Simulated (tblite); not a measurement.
BaF$_{2}$, charge +1, doublet, at a GFN2-xTB geometry (such geometries of metal compounds can be far from the true shape) (a state made from the parent by changing its charge; the spin is typed, not shown lowest); GFN1-xTB (tblite).

Here is a job for tblite.
```
$ tblite run mol.xyz --method gfn1 --charge 1 --spin 1 --grad --json tblite.json --no-restart

# file mol.xyz
3

Ba     0.24590842     0.26552386     0.24588166
F     -0.97404066     0.32198531    -1.79572217
F     -0.55605617    -1.97413376     0.26579181
```

Output, abridged:

```
xTB calculator
 | screened Coulomb repulsion
 | Coulomb electrostatics
 |  * isotropic Klopman-Ohno-Mataga-Nishimoto electrostatics
 |  * onsite third-order electrostatics
 | DFT-D3(BJ) dispersion correction

halogen bonding energy    0.0000000000000E+00 Eh
repulsion energy          1.1276790702535E-03 Eh
dispersion energy        -3.0348564506383E-04 Eh
number of electrons       1.5000000000000E+01 e
integral cutoff           4.0000000000000E+01 bohr

------------------------------------------------------------
  cycle        total energy    energy error   density error
------------------------------------------------------------
      1     -10.04012615474  -1.0040950E+01   7.4937009E-01
      2     -10.19305829387  -1.5293214E-01   4.2397650E-01
      3     -6.540868622052   3.6521897E+00   2.8845261E+00
      4     -24.81137775092  -1.8270509E+01   4.4233226E+00
      5     -17.34449896125   7.4668788E+00   4.0386596E+00
      6     -23.12684161417  -5.7823427E+00   4.3427169E+00
      7     -24.48852975397  -1.3616881E+00   4.3962089E+00
      8     -5.915207335890   1.8573322E+01   2.0806318E+00
      9     -6.446204281013  -5.3099695E-01   1.7548270E+00
     10     -10.21048351558  -3.7642792E+00   9.8878578E-01
     11     -10.18933554590   2.1147970E-02   9.2130285E-01
     12     -11.01287598242  -8.2354044E-01   3.4025502E+00
     13     -10.20551826360   8.0735772E-01   8.8688899E-01
     14     -8.808014178919   1.3975041E+00   8.1522757E-01
     15     -10.11390302100  -1.3058888E+00   6.4336944E-01
     16     -10.28107544378  -1.6717242E-01   2.7573806E-01
     17     -10.31211671936  -3.1041276E-02   8.3944665E-02
     18     -10.30911802846   2.9986909E-03   6.2752399E-02
     19     -10.31103147857  -1.9134501E-03   2.8486174E-02
     20     -10.31022226087   8.0921770E-04   3.2410317E-02
     21     -10.31101073551  -7.8847464E-04   2.4400476E-02
     22     -10.31098531511   2.5420400E-05   2.3144643E-02
     23     -10.31127120518  -2.8589007E-04   2.0086063E-02
     24     -10.31137608196  -1.0487677E-04   1.8756551E-02
     25     -10.31162379762  -2.4771567E-04   1.5423143E-02
     26     -10.31182302169  -1.9922406E-04   1.2001042E-02
     27     -10.31198902504  -1.6600336E-04   8.1570148E-03
     28     -10.31207587584  -8.6850792E-05   5.0799070E-03
     29     -10.31211367984  -3.7804007E-05   2.8500224E-03
     30     -10.31212690153  -1.3221685E-05   1.3871347E-03
     31     -10.31213063746  -3.7359277E-06   4.1756925E-04
     32     -10.31213100703  -3.6957502E-07   2.6873636E-05
     33     -10.31213100859  -1.5560353E-09   1.3346238E-06
------------------------------------------------------------

electronic energy        -1.0312955202011E+01 Eh
total energy             -1.0312131008586E+01 Eh

Post processing:
 | Mayer-Wiberg bond orders

[Info] Tight-binding results written to 'tblite.txt'
[Info] JSON dump of results written to 'tblite.json'
```
